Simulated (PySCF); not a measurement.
Compound: BrClGaH.
SMILES: `[Cl][GaH][Br]`

Computed with PySCF, TDDFT B3LYP/def2-SVPD, vertical, gas phase, core orbitals frozen in the response. Geometry: PBE0-D3(BJ)/def2-SVP; no solvent, vibrations or thermal averaging. The B3LYP/def2-SVPD calculation is non-relativistic and has no spin–orbit coupling, an omission that weighs most on bromine and gallium.

```
state  E (eV)  ν̃ (cm⁻¹)       f  |μ| (D)  symmetry  main configurations (H = HOMO, L = LUMO)
   S1    5.20      41940  0.0003     0.12         –                                H→L (100%)
   S2    5.62      45310  0.0008     0.19         –                              H-2→L (100%)
   S3    5.71      46080   0.013     0.77        A′                  H-1→L (60%), H→L+1 (34%)
   S4    5.88      47420   0.051     1.51        A′                  H→L+1 (63%), H-1→L (31%)
   S5    6.00      48410  0.0074     0.57        A″                             H-1→L+1 (99%)
   S6    6.42      51750   0.092     1.94        A′                             H-2→L+1 (85%)
   S7    6.58      53040   0.033     1.15        A′                               H-3→L (90%)
   S8    6.80      54890   0.026     1.01        A″                             H-3→L+1 (97%)
   S9    6.97      56200  0.0026     0.32        A″                               H-4→L (99%)
  S10    7.16      57790  0.0087     0.57        A″                               H-5→L (98%)
```

Triplets, Tamm–Dancoff:

| state | E (eV) | λ (nm) | main configurations (H = HOMO, L = LUMO) |
| --- | --- | --- | --- |
| T1 | 5.08 | 244.1 | H→L (98%) |
| T2 | 5.22 | 237.4 | H-1→L (98%) |
| T3 | 5.39 | 230.0 | H→L+1 (95%) |
| T4 | 5.43 | 228.4 | H-2→L (95%) |

The lowest singlet comes at 238 nm (502 kJ/mol) in the ultraviolet; it is dark (f under 0.0005); its leading configuration is HOMO→LUMO (100%). The strongest level in the table is S6 at 6.42 eV (193 nm, f = 0.092). Löwdin shares by element: HOMO bromine 84%, gallium 8%, chlorine 7%; LUMO gallium 57%, bromine 17%, chlorine 15%, hydrogen 11%. Orbital energies (eV): HOMO-3 -9.47, HOMO-2 -8.87, HOMO-1 -8.69, HOMO -8.41, LUMO -2.14, LUMO+1 -1.61, LUMO+2 0.03. Weighted by f, the mean energy of these states is 6.34 eV. The listed states span 1.96 eV. No computed singlet lies in the visible range (380 to 750 nm); the lowest, at 238 nm, stands 1.94 eV above its violet end (3.26 eV). The vertical ionisation energy (ΔSCF) is 10.93 eV, 3.77 eV above S10. Symmetry labels in Cs follow from the direction of the transition dipole and are given only for states with f of 0.002 or more. Singlets were solved by full linear response, triplets in the Tamm–Dancoff approximation.
